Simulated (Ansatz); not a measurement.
Consider the ligand exchange at the Si–C bond: `N#C[SiH](F)F` + `[SiH3]S` → `F[SiH](F)S[SiH3]` + `C#N`.

Gas-phase electronic energies from Ansatz, PBE0-D4/def2-TZVP geometries. CBS: MP2 limit from def2 TZ/QZ plus the TZ coupled-cluster correction, frozen cores. This one scheme is used for every species. DFT in def2-TZVPP. One conformer a species, not always the lowest.

```
             level  ΔE (kcal/mol)  difference from CCSD(T)/CBS
            PBE-D4          -10.5                         -0.9
           PBE0-D4          -10.6                         -1.0
            B2PLYP           -8.0                          1.6
               PBE           -9.2                          0.4
              PBE0           -9.4                          0.2
     HF/def2-TZVPP           -6.5                          3.1
    MP2/def2-TZVPP           -9.2                          0.4
     HF/def2-QZVPP           -6.4                          3.2
SCS-MP2/def2-QZVPP           -8.5                          1.1
    CCSD/CBS(def2)           -9.1                          0.5
       CCSD(T)/CBS           -9.6                            0
```

Largest T1 diagnostic among the species: 0.014.

The D4 term adds −2.1 kcal/mol with B3LYP and −1.1 kcal/mol with PBE0; it sums over pairs of atoms, weighted by their polarisabilities, and B3LYP, whose exchange is more repulsive, gets the larger term. In def2-TZVPP, CCSD(T) changes the Hartree–Fock value by −1.9 kcal/mol (the triples alone add −0.4 kcal/mol) and MP2 by −2.7 kcal/mol.

B3LYP here is the variant with VWN-RPA as its local correlation; programs differ in this.
